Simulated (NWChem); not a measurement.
System: AlCl, singlet; SMILES [Cl][Al]

```xyz
2

Al     0.0000     0.0000    -1.2092
Cl     0.0000     0.0000     0.9377
```
Atoms are numbered in this order, from 1.

Results from NWChem. Low-valent species are run as closed-shell singlets; no triplet was tried in these runs. Coordinates come from a PBE0/def2-SVP optimisation. GIAO values for the isolated, static molecule; σ is the absolute isotropic shielding.

**Question.** What does the run give for B3LYP/pcSseg-0? Quantities: σ Al1 (ppm); σ Cl2 (ppm).

**Answer.** 
- σ Al1 (ppm) = 393.6
- σ Cl2 (ppm) = 455.6
